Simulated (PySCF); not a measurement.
C₄H₁₄AlNOSi, SMILES [Al]([CH3])([NH][Si](C)(O)C)[CH3] (GFN2-xTB optimised geometry):

```
22

Si    -1.919     2.340     0.040
C     -2.302     3.296    -1.563
C     -2.189     3.461     1.554
O     -2.919     1.055     0.170
N     -0.286     1.711     0.000
Al     0.512     0.091     0.000
C     -0.613    -1.561    -0.005
C      2.504     0.091     0.000
H     -1.725     4.214    -1.633
H     -3.352     3.566    -1.605
H     -2.079     2.700    -2.443
H     -1.629     4.387     1.473
H     -3.238     3.719     1.653
H     -1.883     2.967     2.471
H     -2.521     0.193     0.072
H      0.395     2.463    -0.036
H     -1.279    -1.619    -0.873
H     -1.248    -1.644     0.884
H      0.007    -2.463    -0.029
H      2.916     0.656     0.843
H      2.914     0.553    -0.904
H      2.919    -0.918     0.057
```

Method: PBE0/def2-SVP run with PySCF 2.14.0.

Q: What are the frontier orbital energies and the dipole moment?

A: HOMO-2 -8.02 eV, HOMO-1 -7.82 eV, HOMO -7.01 eV, LUMO -0.05 eV, LUMO+1 0.44 eV; dipole moment 1.83 D.

On the same geometry PBE/def2-SVP (PySCF) gives HOMO-2 -6.49 eV, HOMO-1 -6.44 eV, HOMO -5.68 eV, LUMO -0.81 eV, LUMO+1 -0.33 eV; dipole moment 1.67 D.

Meta-Löwdin charges at PBE0/def2-SVP: Si1 1.17, C2 -0.58, C3 -0.58, O4 -0.72, N5 -0.79, Al6 0.80, C7 -0.61, C8 -0.60, H9 0.11, H10 0.12, H11 0.11, H12 0.11, H13 0.12, H14 0.11, H15 0.33, H16 0.22, H17 0.11, H18 0.11, H19 0.12, H20 0.11, H21 0.11, H22 0.11.
